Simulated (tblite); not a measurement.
Species: C6H11O (charge +1).
Numbering: `[CH2:1]=[CH:2][CH+:3][CH2:4][O:5][CH2:6][CH3:7]` (hydrogens: H8, H9 on C1; H10 on C2; H11 on C3; H12, H13 on C4; H14, H15 on C6; H16, H17, H18 on C7)

Computed geometry: GFN2-xTB, gas phase.

(1) What internal coordinates does the optimisation give?

Answers

(1) 
```tsv
bond	length (Å)	order
C1=C2	1.363	double
C2–C3	1.397	single
C3–C4	1.452	single
C4–O5	1.370	single
O5–C6	1.432	single
C6–C7	1.518	single
C1–H8	1.080	single
C1–H9	1.079	single
C2–H10	1.083	single
C3–H11	1.084	single
C4–H12, C4–H13	1.115	single
C6–H14, C6–H15	1.097	single
C7–H16, C7–H17, C7–H18	1.086	single
```

Bonds in one row agree within 0.01 Å and their mean is given. Orders are formal, as drawn. A selection of angles:
```tsv
angle	degrees
C2–C1–H8	120.5
C2–C1–H9	121.6
H8–C1–H9	117.9
C1–C2–C3	124.4
C1–C2–H10	119.1
C3–C2–H10	116.5
C2–C3–C4	128.9
C2–C3–H11	117.3
C4–C3–H11	113.8
C3–C4–O5	117.6
C3–C4–H12	106.0
O5–C4–H12	112.1
H12–C4–H13	101.4
C4–O5–C6	116.8
O5–C6–C7	108.0
O5–C6–H14	109.8
C7–C6–H14	110.6
C7–C6–H15	110.5
H14–C6–H15	108.7
C6–C7–H16	110.5
H16–C7–H17	109.0
```

Dihedral angles: C1–C2–C3–C4 0° (synperiplanar); C2–C3–C4–O5 1° (synperiplanar); C3–C4–O5–C6 -179° (antiperiplanar); C4–O5–C6–C7 -168° (antiperiplanar). The mirror-image conformer, all signs reversed, is as good.

The C–O distances run from 1.370 Å (C4–O5, drawn single) to 1.432 Å (O5–C6, drawn single), a spread of 0.062 Å. C3 (carbon bonded to 2 C and H) is planar (angles 128.9°, 117.3° and 113.8°, sum 360.0°, 0.00 Å off the plane of its three neighbours). The 4 C–C bonds span 1.363 Å (C1=C2, drawn double in one of several resonance forms) to 1.518 Å (C6–C7, drawn single), a spread of 0.155 Å. C2 (carbon bonded to 2 C and H) is planar (angles 124.4°, 119.1° and 116.5°, sum 360.0°, 0.00 Å off the plane of its three neighbours). Of the pairs four or more bonds apart, O5···H9 is among the closest relative to their van der Waals radii: 2.11 Å, 78 % of the sum of Bondi's values. C1 (carbon bonded to C and 2 H) is planar (angles 121.6°, 120.5° and 117.9°, sum 360.0°, 0.00 Å off the plane of its three neighbours).

Point group: C1 (no symmetry element, even within 0.4 Å). Its GFN2-xTB frequencies are all real (lowest 39 cm⁻¹).
